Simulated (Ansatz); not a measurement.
Consider the cleavage of the Si–Si bond: `N[SiH]([SiH3])BF` + `[OH][Ge][O][SiH3]` → `[SiH3][O][Ge][O][SiH3]` + `N[SiH2]BF`.

Gas-phase electronic energies from Ansatz, PBE0-D4/def2-TZVP geometries. CCSD(T)/CBS is the MP2 limit (def2-TZVPP, def2-QZVPP) plus CCSD(T) − MP2 in def2-TZVPP, frozen cores. DFT in def2-TZVPP. B3LYP here is the variant with VWN-RPA as its local correlation; programs differ in this. For Ge outer-core shells are correlated without core-valence functions, which leaves a few kJ/mol of doubt a bond. Scalar relativity is left out up to krypton. Each species was taken in one conformer, which may not be the lowest.

```tsv
level	ΔE (eV)
B3LYP-D4	-0.97
PBE	-0.66
r2SCAN	-0.86
CCSD/CBS(def2)	-1.03
```

Task: What does CCSD(T)/CBS give? (Best estimate.)

Result: Computed: -0.98 eV. The listed levels differ from it by 0.01, 0.32, 0.12, -0.05 eV.

Largest T1 diagnostic among the species: 0.015.

In def2-TZVPP, CCSD(T) changes the Hartree–Fock value by +0.29 eV (the triples alone add +0.04 eV) and MP2 by +0.23 eV. From PBE to PBE0 (25 % exact exchange), in def2-TZVPP and without D4, ΔE moves by −0.11 eV.
